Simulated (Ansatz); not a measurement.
`COB(C)O` + `COCC=O` → `CB(O)C=O` + `COCOC`  (formal exchange of groups at a B–O bond)

Isolated molecules relaxed with PBE0-D4/def2-TZVP in Ansatz; ΔE leaves out vibrations. CCSD(T)/CBS is the MP2 limit (def2-TZVPP, def2-QZVPP) plus CCSD(T) − MP2 in def2-TZVPP, frozen cores. DFT in def2-TZVPP. B3LYP here is the variant with VWN-RPA as its local correlation; programs differ in this. One conformer a species, not always the lowest.

| level | ΔE (kcal/mol) | difference from CCSD(T)/CBS |
| --- | --- | --- |
| LDA (SPW92) | 35.3 | -0.7 |
| B97M-V | 37.3 | 1.3 |
| B3LYP-D4 | 36.0 | 0.0 |
| r2SCANh-D4 | 36.9 | 0.9 |
| BHLYP-D4 | 37.4 | 1.4 |
| PBE | 34.4 | -1.6 |
| BLYP | 34.7 | -1.3 |
| CCSD(T)/def2-SVP | 35.6 | -0.4 |
| HF/def2-QZVPP | 38.8 | 2.8 |
| HF/CBS(def2) | 38.9 | 2.9 |
| CCSD(T)/CBS | 36.0 | 0 |

Largest T1 diagnostic among the species: 0.015.

From PBE to PBE0 (25 % exact exchange), in def2-TZVPP and without D4, ΔE moves by +1.5 kcal/mol. In def2-TZVPP, CCSD(T) changes the Hartree–Fock value by −3.0 kcal/mol (the triples alone add −0.6 kcal/mol) and MP2 by −1.8 kcal/mol.
